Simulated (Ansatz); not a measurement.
Frontier orbitals of `CC[N](C)[InH2]`.

Z-matrix (Å, degrees):
```
C
C 1 1.511
H 1 1.092 2 110.3
H 1 1.094 2 111.4 3 -119.7
H 1 1.094 2 111.4 3 119.7
N 2 1.440 1 114.3 3 -180.0
H 2 1.104 1 108.9 3 57.2
H 2 1.104 1 108.9 3 -57.1
In 6 2.024 2 128.1 1 -0.1
C 6 1.441 2 111.6 1 179.9
H 9 1.708 6 120.6 2 0.0
H 9 1.717 6 109.9 2 180.0
H 10 1.101 6 111.7 2 59.8
H 10 1.101 6 111.7 2 -59.8
H 10 1.092 6 111.1 2 -180.0
```

The species carries charge 0 and has multiplicity 1. Correlated methods include outer-core shells of In, which these sets cover unevenly. In: def2 effective core potential. All single points use the PBE0-D4/def2-TZVP geometry. It is one conformer, not always the lowest. Basis def2-TZVPP, Ansatz 0.2.0.

```json
{"functional": "LC-ωPBE", "HOMO (eV)": "-8.54", "LUMO (eV)": "0.61"}
```

Question: Give HOMO and LUMO (eV) with LDA (SPW92), PBE, revPBE, BLYP, r2SCAN, B97M-V, PBE0, B3LYP, r2SCANh, r2SCAN0, HSE06 (plane-wave form), BHLYP, CAM-B3LYP, ωB97X-V, ωB97M-V, HF. (An estimate is asked.)

Answer: Computed: 
```
             functional   HOMO   LUMO
            LDA (SPW92)  -5.02  -2.06
                    PBE  -4.85  -1.84
                 revPBE  -4.77  -1.74
                   BLYP  -4.76  -1.80
                 r2SCAN  -5.01  -1.60
                 B97M-V  -5.15  -1.90
                   PBE0  -5.95  -1.18
                  B3LYP  -5.79  -1.43
                r2SCANh  -5.43  -1.36
                r2SCAN0  -6.09  -1.03
HSE06 (plane-wave form)  -5.56  -1.53
                  BHLYP  -7.06  -0.59
              CAM-B3LYP  -7.29  -0.42
                ωB97X-V  -8.25   0.48
                ωB97M-V  -8.20   0.17
                     HF  -8.86   0.98
```

B3LYP here is the variant with VWN-RPA as its local correlation; programs differ in this. LC-ωPBE has ω = 0.4 bohr⁻¹. Positive LUMOs are unbound and depend on the basis.
